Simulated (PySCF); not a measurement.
## Dipole response of Ir (iridium, neutral)

[Xe] 4f14 5d7 6s2, high-spin 4F determinant. Calculation: PySCF 2.14, in aug-cc-pVTZ-PP with one added diffuse shell each of s, p, d, f, g type with ECP60MDF (7s7p6d4f3g, 113 functions); a scalar-relativistic core potential. Coupled (time-dependent) response in atomic units; α is the mean over directions.

```tsv
method	mean α (bohr³)	C₆ (like pair)	S(−4)
M06-2X	48.48	524.4	838.4
```

S(−4) is the Cauchy moment in α(ω) = α(0) + S(−4) ω² + …

Reference α: 54 ± 7 bohr³ (recommended; Schwerdtfeger and Nagle, table of static dipole polarizabilities (2023 update)). Published C₆: 522.0 (Gould and Bucko (2016)).

Spin-orbit coupling is absent.

α(iu) at M06-2X:

```
u (hartree)  α(iu) (bohr³)
          0          48.48
     0.0500          46.50
      0.100          41.70
      0.200          30.80
      0.300          22.75
      0.500          13.98
      0.750          9.001
       1.00          6.429
       1.50          3.848
       2.00          2.586
       3.00          1.399
       5.00         0.5911
```

A single London oscillator, α(iu) = α/(1 + u²/ω²), gives C₆ = (3/4) ω α². Matching the computed C₆ needs ω = 4 × 524.4 / (3 × 48.48²) = 0.297 hartree.

Energies and moments cover only the electrons outside the core potential. Spin-orbit coupling, absent here, splits the open shell strongly.
